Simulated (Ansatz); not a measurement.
A short molecular-dynamics run on BMe2(NH2) (C2H8BN).

```yaml
crystal:
  periodic: [false, false, false]
  atoms:
    - {symbol: B, position_ang: [-0.098473, -0.169111, 0.000962]}
    - {symbol: C, position_ang: [1.485248, -0.179933, 0.007194]}
    - {symbol: H, position_ang: [1.932458, -1.186989, -0.006384]}
    - {symbol: H, position_ang: [1.866529, 0.345234, 0.900635]}
    - {symbol: H, position_ang: [1.881073, 0.378083, -0.859069]}
    - {symbol: C, position_ang: [-0.891223, 1.201656, -0.024447]}
    - {symbol: H, position_ang: [-1.987623, 1.092552, -0.006937]}
    - {symbol: H, position_ang: [-0.624285, 1.781278, -0.925553]}
    - {symbol: H, position_ang: [-0.600227, 1.832419, 0.833688]}
    - {symbol: N, position_ang: [-0.802138, -1.379189, 0.021692]}
    - {symbol: H, position_ang: [-0.348943, -2.283588, 0.033561]}
    - {symbol: H, position_ang: [-1.812395, -1.432411, 0.024656]}
basis:
  gaussian: {orbitals: "6-31G*"}
hamiltonian: {xc: {name: PBE}, dispersion: d3bj}
md: {timestep: 2 fs, n_steps: 15, ensemble: nvt_langevin, temperature: 1500, initial_velocities: maxwell_boltzmann, friction: 0.01, seed: 216}
scf: {omitted_lower_state_checks: [starts]}
```

```sh
$ ansatz run in.yaml --threads 4 --pin off --events-out ev --progress --plain --max-ram 3916MiB
```

```csv
step,time (fs),potential energy (eV),kinetic (eV),T (K)
0,0.0,-4366.2982,2.1328,1375
1,2.0,-4365.3158,1.6713,1077
2,4.0,-4365.0597,1.7238,1111
3,6.0,-4364.0899,0.8668,559
4,8.0,-4364.3295,1.1224,724
5,10.0,-4365.3924,1.7477,1127
6,12.0,-4363.7523,1.6625,1072
7,14.0,-4363.7880,3.5430,2284
8,16.0,-4362.0165,1.6186,1043
9,18.0,-4361.4968,1.1138,718
10,20.0,-4361.5857,1.1928,769
11,22.0,-4362.3285,1.7738,1144
12,24.0,-4363.4605,3.1558,2035
13,26.0,-4364.9447,3.6454,2350
14,28.0,-4352.4953,30.8559,19893
15,30.0,-4358.5944,143.4507,92482
```

Velocities are drawn at the set temperature; a run this short doesn't reach equilibrium. Under Langevin dynamics the printed temperature counts 3N degrees of freedom, so it starts below the set value.

The 6-31G sets use Cartesian d functions.

Frames (Å, forces in eV/Å):

```xyz
12
time=0.0 fs
B    -0.098   -0.169    0.001    0.139    0.235    0.001
C     1.485   -0.180    0.007    0.018   -0.013    0.001
H     1.932   -1.187   -0.006    0.063   -0.073   -0.001
H     1.867    0.345    0.901    0.052    0.026    0.047
H     1.881    0.378   -0.859    0.051    0.026   -0.048
C    -0.891    1.202   -0.024   -0.016    0.010    0.001
H    -1.988    1.093   -0.007   -0.095    0.020    0.001
H    -0.624    1.781   -0.926   -0.005    0.057   -0.048
H    -0.600    1.832    0.834   -0.004    0.057    0.044
N    -0.802   -1.379    0.022   -0.025   -0.042   -0.003
H    -0.349   -2.284    0.034    0.127   -0.276    0.007
H    -1.812   -1.432    0.025   -0.303   -0.027   -0.002
12
time=2.0 fs
B    -0.123   -0.165   -0.031    1.463   -0.293    0.674
C     1.483   -0.166   -0.006    0.287    0.029   -0.791
H     1.970   -1.200   -0.012   -0.406    1.122    0.047
H     1.749    0.387    0.924    0.286   -0.242   -0.212
H     1.904    0.457   -0.877   -0.331   -0.734    0.959
C    -0.887    1.195   -0.020   -0.540    0.153   -1.340
H    -1.972    1.125    0.034   -0.699   -0.415   -0.484
H    -0.611    1.679   -1.001   -0.299    0.126    0.666
H    -0.735    1.896    0.783    1.042    0.541    0.618
N    -0.770   -1.394    0.060   -5.731    8.626    0.214
H    -0.502   -2.224    0.013    4.292   -9.523   -0.540
H    -1.811   -1.460    0.012    0.636    0.608    0.190
12
time=4.0 fs
B    -0.147   -0.169   -0.062    3.071    0.116    1.092
C     1.483   -0.151   -0.024   -0.149   -0.074   -0.709
H     1.986   -1.189   -0.008   -0.540    1.397    0.027
H     1.653    0.410    0.924    0.482   -0.306   -0.171
H     1.921    0.496   -0.859   -0.282   -0.736    0.827
C    -0.884    1.194   -0.016   -0.955    1.221   -0.574
H    -1.965    1.158    0.060   -1.036   -0.748   -0.722
H    -0.618    1.570   -1.048   -0.363    0.548    0.743
H    -0.831    2.001    0.766    1.507   -0.533   -0.449
N    -0.758   -1.385    0.097   -2.283   -5.746   -0.859
H    -0.486   -2.529   -0.042    0.159    4.310    0.424
H    -1.790   -1.462    0.003    0.387    0.550    0.371
12
time=6.0 fs
B    -0.162   -0.178   -0.085    3.790    0.302    1.352
C     1.482   -0.137   -0.046   -1.245   -0.320   -0.155
H     1.995   -1.129    0.000   -0.243    0.516    0.003
H     1.586    0.414    0.897    0.596   -0.012    0.333
H     1.926    0.495   -0.821    0.205    0.103   -0.234
C    -0.878    1.199   -0.010   -2.219    1.292    0.323
H    -1.985    1.176    0.064   -0.280   -0.812   -0.703
H    -0.634    1.477   -1.050   -0.186    1.076   -0.060
H    -0.863    2.089    0.729    1.678   -1.240   -0.863
N    -0.755   -1.392    0.130   -0.828   -6.129   -1.050
H    -0.455   -2.674   -0.097   -0.265    5.116    0.733
H    -1.752   -1.448    0.018   -1.002    0.108    0.321
12
time=8.0 fs
B    -0.162   -0.188   -0.102    3.238    0.160    1.672
C     1.477   -0.127   -0.072   -2.237    0.270    0.768
H     2.006   -1.057    0.005    0.395   -0.893    0.073
H     1.536    0.430    0.877    0.555   -0.065    0.284
H     1.936    0.501   -0.790    0.631    0.886   -1.167
C    -0.872    1.213   -0.002   -2.852    0.093    0.198
H    -2.002    1.166    0.035    0.363   -0.639   -0.372
H    -0.663    1.424   -1.044    0.054    1.353   -0.832
H    -0.836    2.124    0.670    1.514   -0.949   -0.470
N    -0.758   -1.416    0.162   -0.013   -5.026   -1.493
H    -0.421   -2.622   -0.130   -0.666    4.933    1.007
H    -1.757   -1.431    0.053   -0.983   -0.123    0.331
12
time=10.0 fs
B    -0.147   -0.201   -0.117    1.696    0.143    2.071
C     1.466   -0.121   -0.093   -1.398    0.955    0.329
H     2.027   -1.026    0.011    0.474   -0.992    0.075
H     1.504    0.450    0.861    0.500   -0.199    0.093
H     1.960    0.537   -0.804    0.082    0.256   -0.514
C    -0.877    1.230    0.006   -2.237   -1.807   -2.075
H    -1.999    1.134   -0.016    0.297   -0.308    0.214
H    -0.711    1.424   -1.077    0.131    1.078   -0.046
H    -0.766    2.122    0.606    1.189    0.198    0.414
N    -0.763   -1.453    0.190   -1.106   -0.182   -1.292
H    -0.409   -2.392   -0.119   -0.110    1.183    0.338
H    -1.797   -1.417    0.100    0.483   -0.324    0.391
12
time=12.0 fs
B    -0.129   -0.215   -0.121   -0.005    0.314    2.184
C     1.454   -0.113   -0.112    0.179    0.290   -0.602
H     2.051   -1.030    0.008   -0.040   -0.119   -0.026
H     1.482    0.451    0.828    0.503    0.053    0.548
H     1.988    0.569   -0.827   -0.550   -0.421    0.145
C    -0.893    1.240    0.006   -0.752   -2.300   -3.511
H    -1.980    1.083   -0.076   -0.380    0.150    0.882
H    -0.770    1.476   -1.113    0.310    0.543    0.828
H    -0.644    2.128    0.565    0.496    0.204    0.545
N    -0.771   -1.493    0.213   -9.340   17.973    6.135
H    -0.406   -2.140   -0.102    8.260  -15.983   -7.320
H    -1.820   -1.419    0.161    1.319   -0.703    0.193
12
time=14.0 fs
B    -0.115   -0.227   -0.113   -0.972    0.255    1.476
C     1.445   -0.107   -0.136    1.022   -0.343   -0.366
H     2.058   -1.043    0.002   -0.442    0.534   -0.180
H     1.474    0.449    0.809    0.515    0.088    0.604
H     1.993    0.588   -0.836   -0.688   -0.575    0.177
C    -0.912    1.244   -0.003    0.719   -1.179   -2.984
H    -1.985    1.032   -0.103   -0.480    0.637    1.304
H    -0.812    1.553   -1.115    0.406   -0.006    0.913
H    -0.486    2.138    0.545   -0.811   -1.088   -0.023
N    -0.802   -1.491    0.253    5.869   -0.950   -2.884
H    -0.113   -2.514   -0.375   -3.188    3.466    2.377
H    -1.784   -1.443    0.226   -1.951   -0.840   -0.412
12
time=16.0 fs
B    -0.106   -0.236   -0.102   -1.670   -0.178    0.806
C     1.440   -0.100   -0.162    0.915   -0.996    0.980
H     2.043   -1.059   -0.004   -0.580    0.889   -0.383
H     1.484    0.446    0.810    0.455   -0.129    0.107
H     1.967    0.589   -0.837   -0.255   -0.129   -0.369
C    -0.927    1.242   -0.021    1.172   -0.919   -1.903
H    -2.016    1.010   -0.073    0.109    0.932    1.433
H    -0.850    1.621   -1.084    0.405   -0.279    0.219
H    -0.350    2.096    0.524   -1.702   -1.409   -0.052
N    -0.816   -1.500    0.281    5.459    0.137   -2.317
H     0.036   -2.749   -0.556   -2.529    2.856    2.073
H    -1.804   -1.494    0.258   -1.779   -0.775   -0.596
12
time=18.0 fs
B    -0.106   -0.245   -0.088   -2.062   -0.247    0.092
C     1.440   -0.098   -0.188   -0.162   -0.953    2.031
H     2.000   -1.045   -0.017   -0.022    0.236   -0.460
H     1.500    0.433    0.805    0.432   -0.132   -0.219
H     1.925    0.582   -0.862    0.227    0.394   -0.892
C    -0.939    1.236   -0.047    1.509   -1.217   -0.724
H    -2.030    1.041    0.006    0.210    0.832    1.263
H    -0.879    1.675   -1.054    0.307   -0.277   -0.626
H    -0.268    1.997    0.507   -1.834   -0.905    0.230
N    -0.818   -1.507    0.302    1.463    0.166   -2.126
H     0.086   -2.856   -0.657   -2.022    2.429    1.871
H    -1.896   -1.560    0.244    1.955   -0.327   -0.440
12
time=20.0 fs
B    -0.114   -0.257   -0.073   -2.142   -0.091   -0.505
C     1.442   -0.101   -0.209   -1.499    1.597    1.447
H     1.955   -0.992   -0.052    1.394   -2.108   -0.209
H     1.534    0.417    0.791    0.418    0.032   -0.377
H     1.892    0.582   -0.934   -0.076   -0.039   -0.298
C    -0.953    1.225   -0.076    1.591   -1.606   -0.653
H    -2.020    1.115    0.123   -0.123    0.526    0.855
H    -0.885    1.726   -1.056    0.027   -0.485   -0.513
H    -0.251    1.873    0.488   -1.045    0.145    0.812
N    -0.821   -1.510    0.318    0.611   -0.430   -2.306
H     0.058   -2.854   -0.686   -1.865    2.373    1.970
H    -1.917   -1.624    0.212    2.709    0.087   -0.222
12
time=22.0 fs
B    -0.128   -0.267   -0.062   -2.011    0.027   -0.834
C     1.440   -0.103   -0.223   -1.021    1.186    0.499
H     1.972   -1.006   -0.099    0.973   -1.548   -0.307
H     1.600    0.409    0.751    0.410    0.326   -0.113
H     1.856    0.558   -1.029   -0.423   -0.482    0.481
C    -0.963    1.212   -0.108    0.405   -1.974   -1.036
H    -2.001    1.187    0.257    0.131    0.246    0.099
H    -0.890    1.760   -1.090   -0.214   -0.786    0.322
H    -0.277    1.755    0.493    0.333    1.277    1.374
N    -0.828   -1.511    0.328    2.412   -1.089   -2.578
H    -0.034   -2.769   -0.635   -1.913    2.664    2.338
H    -1.851   -1.677    0.195    0.918    0.153   -0.245
12
time=24.0 fs
B    -0.146   -0.276   -0.053   -1.728    0.451   -0.994
C     1.435   -0.103   -0.235    0.454   -1.825    0.019
H     2.027   -1.100   -0.153   -0.765    1.272   -0.388
H     1.687    0.419    0.698    0.398    0.420    0.102
H     1.809    0.503   -1.113   -0.444   -0.444    0.735
C    -0.971    1.197   -0.147   -0.034   -1.367    0.936
H    -1.981    1.235    0.395    0.854   -0.051   -1.132
H    -0.906    1.772   -1.122   -0.267   -0.726    0.827
H    -0.293    1.681    0.553    0.221    1.038    0.296
N    -0.833   -1.515    0.330    6.499   -1.848   -2.816
H    -0.195   -2.593   -0.482   -1.904    3.298    2.958
H    -1.757   -1.721    0.181   -3.282   -0.218   -0.543
12
time=26.0 fs
B    -0.167   -0.285   -0.046   -1.213    1.365   -1.061
C     1.431   -0.111   -0.247    0.701   -2.925    0.671
H     2.049   -1.163   -0.208   -1.277    2.190   -0.177
H     1.774    0.446    0.655    0.098    0.006   -0.339
H     1.754    0.433   -1.154   -0.190    0.022    0.178
C    -0.981    1.179   -0.185    0.652   -1.063    4.227
H    -1.930    1.271    0.494    0.659   -0.349   -1.948
H    -0.933    1.762   -1.114   -0.139   -0.013    0.159
H    -0.300    1.647    0.638   -0.384    0.352   -1.445
N    -0.818   -1.524    0.322    0.738    0.013   -1.047
H    -0.430   -2.287   -0.210    1.543   -0.829    0.324
H    -1.779   -1.776    0.144   -1.187    1.232    0.458
12
time=28.0 fs
B    -0.191   -0.284   -0.042   -0.415    0.999   -0.973
C     1.426   -0.133   -0.256    0.187   -2.133    1.544
H     2.028   -1.133   -0.238   -0.898    1.329   -0.049
H     1.842    0.472    0.608   -0.303   -0.329   -0.682
H     1.688    0.375   -1.172    0.074    0.501   -0.615
C    -0.988    1.164   -0.210    1.075   -1.612    6.031
H    -1.848    1.299    0.536   -0.416   -0.538   -1.927
H    -0.971    1.743   -1.095    0.044    0.871   -0.979
H    -0.325    1.614    0.677   -0.087    0.292   -2.085
N    -0.803   -1.529    0.310  -34.939   79.527   34.693
H    -0.607   -2.034    0.077   33.939  -80.891  -35.962
H    -1.859   -1.782    0.113    1.738    1.984    1.004
12
time=30.0 fs
B    -0.216   -0.271   -0.042    2.179    1.185   -1.402
C     1.422   -0.160   -0.257   -1.390    1.999    0.258
H     1.975   -1.037   -0.258    0.904   -2.470   -0.014
H     1.890    0.474    0.529   -0.418    0.086   -0.077
H     1.619    0.341   -1.212   -0.058    0.242   -0.239
C    -0.992    1.151   -0.219    0.642    0.458    4.451
H    -1.790    1.316    0.539   -1.441   -0.704   -1.474
H    -1.007    1.760   -1.108    0.118    0.194   -0.480
H    -0.361    1.575    0.654    0.701    0.465   -1.716
N    -0.883   -1.316    0.398   -3.904   -2.546   -0.265
H     0.512   -4.862   -0.996   -0.064    0.207    0.086
H    -1.878   -1.715    0.101    2.730    0.885    0.871
```

It took 12 s on 4 threads of Arm Neoverse V1 on a shared host.
